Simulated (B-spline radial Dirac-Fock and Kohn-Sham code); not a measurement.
# Relativistic shifts of the levels of Pr⁺

System: the Pr⁺ ion in the configuration 1s2 2s2 2p6 3s2 3p6 3d10 4s2 4p6 4d10 4f3 5s2 5p6 6s1.

Both columns are ΔSCF binding energies of the configuration average from a B-spline atomic structure program: non-relativistic Hartree-Fock with a point nucleus, and Dirac-Fock with a finite nucleus and the Coulomb interaction alone, averaged over the two j levels with weights 2j+1.

```csv
shell,Hartree-Fock (eV),Dirac-Fock (eV),shift (eV),shift (%)
1s,40062.8,42162.4,+2099.54,+5.24
2s,6337.3,6867.9,+530.56,+8.37
2p,5983.1,6146.4,+163.35,+2.73
3s,1401.4,1521.3,+119.95,+8.56
3p,1246.7,1286.7,+39.98,+3.21
3d,961.3,948.6,-12.65,-1.32
4s,296.1,322.8,+26.67,+9.01
4p,236.1,243.7,+7.60,+3.22
4d,129.4,125.9,-3.49,-2.70
4f,14.11,10.55,-3.56,-25.22
5p,31.09,31.57,+0.48,+1.55
6s,9.45,9.85,+0.41,+4.33
```

Relativity binds 1s, 2s, 2p, 3s, 3p, 4s, 4p, 5p, 6s more strongly, among those listed most of all 4s in relative terms, and 3d, 4d, 4f more weakly, because the contracted s and p shells screen the nucleus better.

Values without a named source are computed, but for edge energies of neutral atoms, which are taken from tables.
